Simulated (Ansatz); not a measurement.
Ansatz (an electronic-structure program) input for FH5O3Si2, SMILES O[Si](O)(O)[SiH2]F, PBE-D3(BJ)/def2-SVP. 

Ansatz 0.2 input:
```yaml
crystal:
  periodic: [false, false, false]
  atoms:
    - {symbol: Si, position_ang: [1.40336313, -0.66869643, -0.44872876]}
    - {symbol: F, position_ang: [1.82479619, 0.27753811, -1.71835984]}
    - {symbol: Si, position_ang: [-0.62988076, 0.10674432, 0.39915247]}
    - {symbol: O, position_ang: [-0.56146522, 1.62028431, 1.06976704]}
    - {symbol: O, position_ang: [-1.80229433, 0.23031201, -0.77623660]}
    - {symbol: O, position_ang: [-0.96689217, -0.98238959, 1.60014498]}
    - {symbol: H, position_ang: [1.29421726, -2.07193704, -0.95428987]}
    - {symbol: H, position_ang: [2.50275476, -0.60635665, 0.55840124]}
    - {symbol: H, position_ang: [-0.85001889, 2.34147190, 0.49698278]}
    - {symbol: H, position_ang: [-1.93885972, -0.52887299, -1.35495930]}
    - {symbol: H, position_ang: [-1.61479851, -0.71047229, 2.26376815]}
basis:
  gaussian:
    orbitals: def2-SVP
hamiltonian:
  xc: pbe
  dispersion: d3bj
relax: {f_tol: 0.002, max_steps: 200}
```

Log of the run:

```
WARN ansatz: RAYON_NUM_THREADS=1 ignored (pool sized by the plan → 1); use --threads N
Functional definition: PBE
integrals: 0.06 GiB planned
1259 factors; their error is unknown
mean field: 0.33 GiB planned
mean field evaluation 1: about -24656.0167 eV, gradient 9.2e1 eV
mean field evaluation 2: about -24598.5130 eV, gradient 1.9e2 eV
mean field evaluation 4: about -24670.3152 eV, gradient 7.1e0 eV
mean field evaluation 8: about -24670.4337 eV, gradient 1.2e-1 eV
mean field evaluation 16: about -24670.3494 eV, gradient 3.6e-4 eV
mean field -24670.34939658 eV, -906.6186181610 hartree, gradient 6.6e-5 eV, S^2 0.000000; 0 other end points of the search recorded, 0 dependent functions left out
the calculation of the forces begins
reference -24670.34943261 eV, -906.6186194849 hartree; 33, 33 occupied and 84, 84 virtual orbitals, 1259 factors
relax step   1: F+E_penalty+E_count = -24670.58333499 eV  Δ(F+E_penalty+E_count) = +0.000e0 eV  max|allowed force component| = 4.331e-1 eV/Å  Δτ_max = 0.0000 Å  (27 SCF iters, accepted)
these checks for a lower state are left out or cut short: starts, cluster_reference, orbital_swaps, neighbouring_geometries, increment
integrals: 0.06 GiB planned
1259 factors; their error is unknown
mean field: 0.33 GiB planned
mean field -24670.36561867 eV, -906.6192143116 hartree, gradient 1.0e-5 eV, S^2 0.000000; 0 other end points of the search recorded, 0 dependent functions left out
the calculation of the forces begins
reference -24670.36565481 eV, -906.6192156396 hartree; 33, 33 occupied and 84, 84 virtual orbitals, 1259 factors
relax step   2: F+E_penalty+E_count = -24670.59867179 eV  Δ(F+E_penalty+E_count) = -1.534e-2 eV  max|allowed force component| = 2.228e-1 eV/Å  Δτ_max = 0.0115 Å  (30 SCF iters, accepted)
these checks for a lower state are left out or cut short: starts, cluster_reference, orbital_swaps, neighbouring_geometries, increment
integrals: 0.06 GiB planned
1259 factors; their error is unknown
mean field: 0.33 GiB planned
mean field evaluation 32: about -24670.3709 eV, gradient 1.1e-5 eV
mean field -24670.37086512 eV, -906.6194071153 hartree, gradient 1.1e-5 eV, S^2 0.000000; 0 other end points of the search recorded, 0 dependent functions left out
the calculation of the forces begins
reference -24670.37090126 eV, -906.6194084434 hartree; 33, 33 occupied and 84, 84 virtual orbitals, 1259 factors
relax step   3: F+E_penalty+E_count = -24670.60336772 eV  Δ(F+E_penalty+E_count) = -4.696e-3 eV  max|allowed force component| = 5.116e-2 eV/Å  Δτ_max = 0.0121 Å  (29 SCF iters, accepted)
these checks for a lower state are left out or cut short: starts, cluster_reference, orbital_swaps, neighbouring_geometries, increment
integrals: 0.06 GiB planned
1259 factors; their error is unknown
mean field: 0.33 GiB planned
mean field -24670.37118093 eV, -906.6194187209 hartree, gradient 1.1e-5 eV, S^2 0.000000; 0 other end points of the search recorded, 0 dependent functions left out
the calculation of the forces begins
reference -24670.37121705 eV, -906.6194200483 hartree; 33, 33 occupied and 84, 84 virtual orbitals, 1259 factors
relax step   4: F+E_penalty+E_count = -24670.60383599 eV  Δ(F+E_penalty+E_count) = -4.683e-4 eV  max|allowed force component| = 3.571e-2 eV/Å  Δτ_max = 0.0150 Å  (29 SCF iters, accepted)
these checks for a lower state are left out or cut short: starts, cluster_reference, orbital_swaps, neighbouring_geometries, increment
integrals: 0.06 GiB planned
1259 factors; their error is unknown
mean field: 0.33 GiB planned
mean field -24670.37173373 eV, -906.6194390362 hartree, gradient 1.1e-5 eV, S^2 0.000000; 0 other end points of the search recorded, 0 dependent functions left out
the calculation of the forces begins
reference -24670.37176983 eV, -906.6194403628 hartree; 33, 33 occupied and 84, 84 virtual orbitals, 1259 factors
relax step   5: F+E_penalty+E_count = -24670.60441476 eV  Δ(F+E_penalty+E_count) = -5.788e-4 eV  max|allowed force component| = 3.964e-2 eV/Å  Δτ_max = 0.0077 Å  (30 SCF iters, accepted)
these checks for a lower state are left out or cut short: starts, cluster_reference, orbital_swaps, neighbouring_geometries, increment
integrals: 0.06 GiB planned
1259 factors; their error is unknown
mean field: 0.33 GiB planned
mean field -24670.37200334 eV, -906.6194489439 hartree, gradient 1.1e-5 eV, S^2 0.000000; 0 other end points of the search recorded, 0 dependent functions left out
the calculation of the forces begins
reference -24670.37203941 eV, -906.6194502696 hartree; 33, 33 occupied and 84, 84 virtual orbitals, 1259 factors
relax step   6: F+E_penalty+E_count = -24670.60484600 eV  Δ(F+E_penalty+E_count) = -4.312e-4 eV  max|allowed force component| = 3.183e-2 eV/Å  Δτ_max = 0.0105 Å  (30 SCF iters, accepted)
these checks for a lower state are left out or cut short: starts, cluster_reference, orbital_swaps, neighbouring_geometries, increment
integrals: 0.06 GiB planned
1259 factors; their error is unknown
mean field: 0.33 GiB planned
mean field -24670.37199976 eV, -906.6194488123 hartree, gradient 1.1e-5 eV, S^2 0.000000; 0 other end points of the search recorded, 0 dependent functions left out
the calculation of the forces begins
reference -24670.37203584 eV, -906.6194501382 hartree; 33, 33 occupied and 84, 84 virtual orbitals, 1259 factors
relax step   7: F+E_penalty+E_count = -24670.60493853 eV  Δ(F+E_penalty+E_count) = -9.254e-5 eV  max|allowed force component| = 8.209e-3 eV/Å  Δτ_max = 0.0114 Å  (30 SCF iters, accepted)
these checks for a lower state are left out or cut short: starts, cluster_reference, orbital_swaps, neighbouring_geometries, increment
integrals: 0.06 GiB planned
1259 factors; their error is unknown
mean field: 0.33 GiB planned
mean field evaluation 64: about -24670.3720 eV, gradient 2.1e-5 eV
mean field -24670.37203385 eV, -906.6194500651 hartree, gradient 1.1e-5 eV, S^2 0.000000; 0 other end points of the search recorded, 0 dependent functions left out
the calculation of the forces begins
reference -24670.37206993 eV, -906.6194513910 hartree; 33, 33 occupied and 84, 84 virtual orbitals, 1259 factors
relax step   8: F+E_penalty+E_count = -24670.60495404 eV  Δ(F+E_penalty+E_count) = -1.551e-5 eV  max|allowed force component| = 1.994e-3 eV/Å  Δτ_max = 0.0065 Å  (30 SCF iters, accepted)
these checks for a lower state are left out or cut short: starts, cluster_reference, orbital_swaps, neighbouring_geometries, increment
integrals: 0.06 GiB planned
1259 factors; their error is unknown
mean field: 0.33 GiB planned
mean field -24670.37203086 eV, -906.6194499552 hartree, gradient 2.5e-5 eV, S^2 0.000000; 0 other end points of the search recorded, 0 dependent functions left out
the calculation of the forces begins
reference -24670.37206693 eV, -906.6194512810 hartree; 33, 33 occupied and 84, 84 virtual orbitals, 1259 factors
relax step   9: F+E_penalty+E_count = -24670.60495697 eV  Δ(F+E_penalty+E_count) = -2.924e-6 eV  max|allowed force component| = 1.522e-3 eV/Å  Δτ_max = 0.0017 Å  (21 SCF iters, accepted)
integrals: 0.06 GiB planned
1259 factors; their error is unknown
mean field: 0.33 GiB planned
mean field -24670.37203086 eV, -906.6194499552 hartree, gradient 2.5e-5 eV, S^2 0.000000; 1 other end points of the search recorded, 0 dependent functions left out
the calculation of the forces begins
reference -24670.37206693 eV, -906.6194512810 hartree; 33, 33 occupied and 84, 84 virtual orbitals, 1259 factors
Total energy: -24670.60499305 eV, -906.6280111578 hartree
Atom 0 at     1.407222    -0.674697    -0.451733 Å, force    -0.000584    -0.001039     0.000273 eV/Å
Atom 1 at     1.819764     0.272265    -1.739769 Å, force     0.000263     0.000635    -0.000656 eV/Å
Atom 2 at    -0.630788     0.107970     0.403432 Å, force     0.000011    -0.001394     0.000095 eV/Å
Atom 3 at    -0.558107     1.631832     1.087824 Å, force    -0.000738     0.000114    -0.001064 eV/Å
Atom 4 at    -1.815469     0.245506    -0.780066 Å, force     0.000505     0.000372     0.000170 eV/Å
Atom 5 at    -0.964473    -0.996976     1.611617 Å, force     0.000865     0.001522     0.001248 eV/Å
Atom 6 at     1.294766    -2.092403    -0.950083 Å, force     0.000290    -0.000177    -0.000153 eV/Å
Atom 7 at     2.518812    -0.601789     0.558393 Å, force    -0.000044    -0.000016     0.000145 eV/Å
Atom 8 at    -0.874180     2.340353     0.499316 Å, force    -0.000223    -0.000317     0.000648 eV/Å
Atom 9 at    -1.913297    -0.521000    -1.371353 Å, force    -0.000090     0.000806    -0.000631 eV/Å
Atom 10 at    -1.623328    -0.703435     2.268065 Å, force    -0.000256    -0.000506    -0.000074 eV/Å
Dipole moment:    -0.404115    -0.067464     0.039271 e Å
```

The calculation finished and met its thresholds.
